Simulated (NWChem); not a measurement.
System: C2H4NO, doublet; SMILES CC([NH])=O

NWChem input:

```
start job
memory heap 200 mb stack 900 mb global 1100 mb
geometry units angstroms noautoz
  C      0.013729     1.388162     0.012414
  C      0.059604    -0.104828     0.128732
  N     -0.974367    -0.805976    -0.433430
  O      1.017723    -0.725118     0.573660
  H      0.069184     1.673985    -1.048973
  H     -0.941439     1.772653     0.401029
  H      0.853109     1.832951     0.560326
  H     -1.066763    -1.708000     0.051639
end
basis spherical
  * library 6-31g*
end
dft
  odft
  mult 2
  xc scan
  grid xcoarse
  iterations 150
  mulliken
end
task dft gradient
```

Output (shortened):

```
             Northwest Computational Chemistry Package (NWChem) 7.3.0
             --------------------------------------------------------

 C1  symmetry detected

                             Geometry "geometry" -> ""
                             -------------------------

 Output coordinates in angstroms (scale by  1.889725989 to convert to a.u.)

  No.       Tag          Charge          X              Y              Z
 ---- ---------------- ---------- -------------- -------------- --------------
    1 C                    6.0000    -0.09503845    -1.39193120     0.00054512
    2 C                    6.0000     0.06132474     0.09785864    -0.02647969
    3 N                    7.0000    -1.08370262     0.84630231     0.04751410
    4 O                    8.0000     1.14291172     0.67107437     0.02154074
    5 H                    1.0000    -0.52782684    -1.69660153     0.96552315
    6 H                    1.0000    -0.79461683    -1.71713113    -0.78433446
    7 H                    1.0000     0.88036905    -1.87391694    -0.13683588
    8 H                    1.0000    -0.91301848     1.75937389    -0.39367005

 Effective nuclear repulsion energy (a.u.)     113.1725018858

                                 NWChem DFT Module
                                 -----------------

 Summary of "ao basis" -> "ao basis" (spherical)
 ------------------------------------------------------------------------------
       Tag                 Description            Shells   Functions and Types
 ---------------- ------------------------------  ------  ---------------------
 C                           6-31g*                  6       14   3s2p1d
 N                           6-31g*                  6       14   3s2p1d
 O                           6-31g*                  6       14   3s2p1d
 H                           6-31g*                  2        2   2s

            General Information
            -------------------
          SCF calculation type: DFT
          Wavefunction type:  spin polarized.
          No. of atoms     :     8
          No. of electrons :    31
           Alpha electrons :    16
            Beta electrons :    15
          Charge           :     0
          Spin multiplicity:     2
          Use of symmetry is: off; symmetry adaption is: off
          Maximum number of iterations: 150
          AO basis - number of functions:    64
                     number of shells:    32
          Convergence on energy requested:  1.00D-06
          Convergence on density requested:  1.00D-05
          Convergence on gradient requested:  5.00D-04

              XC Information
              --------------
                         SCAN Method XC Functional
                  SCAN metaGGA Exchange Functional  1.000
                        SCAN Correlation Potential  1.000

             Grid Information
             ----------------
          Grid used for XC integration:  xcoarse
          Radial quadrature: Mura-Knowles
          Angular quadrature: Lebedev.
          Tag              B.-S. Rad. Rad. Pts. Rad. Cut. Ang. Pts.
          ---              ---------- --------- --------- ---------
          C                   0.70       21           8.0       194
          N                   0.65       21           8.0       194
          O                   0.60       21           8.0       194
          H                   0.35       21          10.0       194
          Grid pruning is: on
          Number of quadrature shells:   168
          Spatial weights used:  Erf1

      Superposition of Atomic Density Guess
      -------------------------------------

 Sum of atomic energies:        -206.36152893

      Non-variational initial energy
      ------------------------------

 Total energy =    -208.210471
 1-e energy   =    -504.164367
 2-e energy   =     182.781395
 HOMO         =      -0.292474
 LUMO         =       0.053452

     ---------------------------------------------
      Total Density - Mulliken Population Analysis
     ---------------------------------------------

    Atom       Charge   Shell Charges
 -----------   ------   -------------------------------------------------------
    1 C    6     6.72   2.00  0.72  2.06  0.68  1.24  0.03
    2 C    6     5.05   2.00  0.69  1.51  0.35  0.41  0.10
    3 N    7     7.51   2.00  0.86  2.22  0.92  1.49  0.02
    4 O    8     8.84   2.00  0.96  3.08  0.94  1.84  0.02
    5 H    1     0.74   0.45  0.29
    6 H    1     0.75   0.45  0.30
    7 H    1     0.77   0.46  0.31
    8 H    1     0.62   0.42  0.20

     --------------------------------------------
      Spin Density - Mulliken Population Analysis
     --------------------------------------------

    Atom       Charge   Shell Charges
 -----------   ------   -------------------------------------------------------
    1 C    6     0.02   0.00  0.00  0.01 -0.00  0.00  0.00
    2 C    6     0.05   0.00  0.00  0.02  0.00  0.02  0.01
    3 N    7     0.77   0.00  0.00  0.44  0.00  0.33  0.00
    4 O    8     0.14   0.00  0.00  0.10 -0.00  0.04 -0.00
    5 H    1     0.00   0.00  0.00
    6 H    1     0.01   0.01  0.00
    7 H    1     0.00   0.00  0.00
    8 H    1     0.01   0.00  0.00

   convergence    iter        energy       DeltaE   RMS-Dens  Diis-err
 ---------------- ----- ----------------- --------- --------- ---------
 d= 0,ls=0.0,diis     1   -208.3194623972 -3.21D+02  1.53D-02  2.18D-01
                                                     1.76D-02  2.26D-01
 d= 0,ls=0.0,diis     2   -207.4628427004  8.57D-01  1.31D-02  2.18D+00
                                                     1.61D-02  1.85D+00
 d= 0,ls=0.0,diis     3   -208.3791040947 -9.16D-01  3.81D-03  1.06D-01
                                                     5.18D-03  9.29D-02
 d= 0,ls=0.0,diis     4   -208.4196343442 -4.05D-02  1.26D-03  1.96D-02
                                                     2.09D-03  2.10D-02
 d= 0,ls=0.0,diis     5   -208.4302215436 -1.06D-02  3.35D-04  7.18D-04
                                                     3.20D-04  4.37D-04
  Resetting Diis
 d= 0,ls=0.0,diis     6   -208.4305755178 -3.54D-04  1.49D-04  6.27D-05
                                                     2.60D-04  1.13D-04
 d= 0,ls=0.0,diis     7   -208.4306727194 -9.72D-05  1.17D-04  2.39D-05
                                                     1.93D-04  2.51D-05
 d= 0,ls=0.0,diis     8   -208.4307014369 -2.87D-05  6.52D-05  2.17D-05
                                                     8.99D-05  2.85D-05
 d= 0,ls=0.0,diis     9   -208.4307157126 -1.43D-05  4.69D-05  1.48D-05
                                                     8.73D-05  9.69D-06
 d= 0,ls=0.0,diis    10   -208.4307233390 -7.63D-06  6.63D-05  6.47D-06
                                                     1.79D-04  1.05D-05
 d= 0,ls=0.0,diis    11   -208.4307383288 -1.50D-05  1.22D-05  8.24D-07
                                                     4.60D-05  1.06D-06
 d= 0,ls=0.0,diis    12   -208.4307396279 -1.30D-06  9.75D-06  2.52D-07
                                                     3.00D-05  2.60D-07
 d= 0,ls=0.0,diis    13   -208.4307401064 -4.78D-07  8.64D-06  7.93D-08
                                                     3.09D-05  7.15D-08
 d= 0,ls=0.0,diis    14   -208.4307403048 -1.98D-07  2.22D-06  2.19D-08
                                                     4.47D-06  1.20D-08

         Total DFT energy =     -208.430740304793
      One electron energy =     -506.716569755063
           Coulomb energy =      212.818545010412
    Exchange-Corr. energy =      -27.705217445954
 Nuclear repulsion energy =      113.172501885812

 Numeric. integr. density =       30.999068054410

                    DFT Final Alpha Molecular Orbital Analysis
                    ------------------------------------------

 Vector   14  Occ=1.000000D+00  E=-3.149052D-01
              MO Center= -5.8D-01,  4.9D-01,  1.4D-03, r^2= 2.2D+00
   Bfn.  Coefficient  Atom+Function         Bfn.  Coefficient  Atom+Function
  ----- ------------  ---------------      ----- ------------  ---------------
    31      0.335068  3 N  px                34     -0.324702  3 N  s
    32      0.280616  3 N  py                46      0.268391  4 O  py
    35      0.227713  3 N  px                 4      0.215898  1 C  py
    50      0.175504  4 O  py                30     -0.168313  3 N  s
    36      0.162302  3 N  py                 6      0.155753  1 C  s

 Vector   15  Occ=1.000000D+00  E=-2.827862D-01
              MO Center= -2.7D-01,  7.4D-01,  5.5D-02, r^2= 1.9D+00
   Bfn.  Coefficient  Atom+Function         Bfn.  Coefficient  Atom+Function
  ----- ------------  ---------------      ----- ------------  ---------------
    33      0.483547  3 N  pz                37      0.351285  3 N  pz
    47     -0.351348  4 O  pz                51     -0.249861  4 O  pz
    46     -0.159747  4 O  py                32      0.150635  3 N  py
    31      0.145199  3 N  px                45      0.137008  4 O  px
    34      0.110975  3 N  s                 35      0.106171  3 N  px

[...]

                         DFT ENERGY GRADIENTS

    atom               coordinates                        gradient
                 x          y          z           x          y          z
   1 C      -0.179597  -2.630369   0.001030    0.000660   0.005299  -0.001690
   2 C       0.115887   0.184926  -0.050039    0.012555   0.010365   0.003844
   3 N      -2.047901   1.599279   0.089789   -0.000892  -0.002955  -0.000685
   4 O       2.159790   1.268147   0.040706   -0.012217  -0.008606  -0.001408
   5 H      -0.997448  -3.206112   1.824574   -0.001497  -0.000963   0.002943
   6 H      -1.501608  -3.244907  -1.482177   -0.002357  -0.001748  -0.002058
   7 H       1.663656  -3.541190  -0.258582    0.003014  -0.001807  -0.000449
   8 H      -1.725355   3.324735  -0.743929    0.000733   0.000415  -0.000497
```

Level: SCAN/6-31G* (spherical d), spin-unrestricted. The geometry was optimised at PBE0/def2-SVP, spin-unrestricted. No stability test was run on the SCF state.
